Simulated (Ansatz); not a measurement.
A nudged elastic band was laid between two geometries of ClH + F2GeH2 (7 atoms, charge 0, multiplicity 1).

Computed with RKS PBE-D4/def2-SVPD (Ansatz).

```yaml
movable_images: 9
climbing_image: yes
spring: 5.0 eV/Å²
optimiser: quadratic models (default)
start_path: through a guess of the saddle point
force_threshold: 0.05 eV/Å
iteration_limit: 60
end_points: relaxed
```

Image 0:

```xyz
7
Properties=species:S:1:pos:R:3
Ge 0.317 -0.200 0.025
H 0.877 -0.464 1.432
F 1.646 0.348 -0.995
F -0.725 1.247 0.148
H -0.479 -1.255 -0.760
Cl -2.775 -0.247 1.925
H -2.169 0.688 1.228
```

Image 10:

```xyz
7
Properties=species:S:1:pos:R:3
Ge -0.701 0.399 -0.366
H 0.539 -1.106 2.214
F 0.853 0.963 0.217
F -0.945 1.238 -1.886
H -0.677 -1.117 -0.595
Cl -2.214 1.078 1.000
H -0.164 -1.340 2.416
```

**Question.** Which bonds break or form, and what moves?

**Answer.** Bonds broken: Ge1–H2, Cl6–H7. Bonds formed: Ge1–Cl6, H2–H7. ClH + F2GeH2 becomes ClF2GeH + H2.

**Question.** What energy profile does the band end with?

**Answer.** The run converged. The highest image is number 5 of 0 to 10, 1.50 eV above the first end and 1.74 eV above the last; the last end lies 0.24 eV below the first. A vibrational analysis at the climbing image gives one clearly imaginary mode, 873i cm⁻¹: a first-order saddle point. The orbitals stay closed-shell, which can raise the energy where a bond breaks towards radicals; this wasn't checked here.

```csv
image,path coordinate (Å),energy (eV),Ge1–H2 (Å),Cl6–H7 (Å),Ge1–Cl6 (Å)
0,0.00,0.00,1.54,1.31,3.63
1,0.77,0.06,1.54,1.30,3.47
2,1.55,0.12,1.54,1.30,3.45
3,2.32,0.18,1.54,1.30,3.40
4,3.10,0.47,1.57,1.33,3.00
5,3.87,1.50,1.79,1.71,2.50
6,4.82,0.48,2.45,2.28,2.21
7,5.78,-0.09,3.16,2.68,2.16
8,6.73,-0.21,3.61,3.49,2.15
9,7.68,-0.22,3.46,3.61,2.15
10,8.64,-0.24,3.23,3.47,2.15
```

**Question.** What is the geometry of the highest image?

**Answer.** 
```xyz
7
Properties=species:S:1:pos:R:3
Ge -0.335 0.013 -0.064
H 0.221 -0.145 1.629
F 1.417 0.173 -0.341
F -0.819 1.603 -0.605
H -0.714 -1.258 -0.832
Cl -2.365 -0.111 1.397
H -0.713 -0.158 1.819
```

**Question.** What are the harmonic wavenumbers there?

**Answer.** 873i, 92, 165, 234, 272, 351, 579, 626, 680, 737, 943, 980, 1423, 2115, 2146 cm⁻¹.

Run time: 2.2 min on 4 threads of Intel(R) Xeon(R) Platinum 8488C (Sapphire Rapids) (shared host), peak memory 0.22 GiB.
